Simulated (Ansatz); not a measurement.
Stepwise reaction of `N[SiH](N)O` with hydrogen fluoride, as a gas-phase model of exchange steps in deposition or etching. ΔE in kJ/mol; ΔG adds harmonic PBE0-D4 terms to CCSD(T)/CBS, at 1 bar.

Isolated molecules relaxed with PBE0-D4/def2-TZVP in Ansatz; ΔE leaves out vibrations. CCSD(T)/CBS is the MP2 limit (def2-TZVPP, def2-QZVPP) plus CCSD(T) − MP2 in def2-TZVPP, frozen cores. This one scheme is used for every species. DFT in def2-TZVPP. B3LYP here is the variant with VWN-RPA as its local correlation; programs differ in this. One conformer a species, not always the lowest.

```tsv
step	reaction	PBE-D4	B3LYP-D4	ωB97M-V	CCSD(T)/CBS	ΔG(500 K)
2	`N[SiH](O)F` + H–F → `O[SiH](F)F` + NH₃	-83.2	-89.0	-88.3	-86.4	-86.3
```

Problem. Give the row of step 1, `N[SiH](N)O` + H–F → `N[SiH](O)F` + NH₃. (Best estimate.)

Solution. Ansatz gave: 
```csv
step,reaction,PBE-D4,B3LYP-D4,ωB97M-V,CCSD(T)/CBS,ΔG(500 K)
1,`N[SiH](N)O` + H–F → `N[SiH](O)F` + NH₃,-88.1,-94.4,-93.5,-90.5,-91.5
```

Problem. By hand: ΔE of the 2 steps together at CCSD(T)/CBS.

Solution. (-90.5) + (-86.4) = -176.9 kJ/mol, or -88.5 kJ/mol a step.

In ΔE the steps differ by no more than 4.1 kJ/mol. All are downhill at CCSD(T)/CBS. ΔG lies between -91.5 and -86.3 kJ/mol a step. PBE-D4 differs from CCSD(T)/CBS by 2.4 to 3.2 kJ/mol a step. Isolated molecules leave out the surface, adducts and barriers. Largest T1 diagnostic: 0.011.
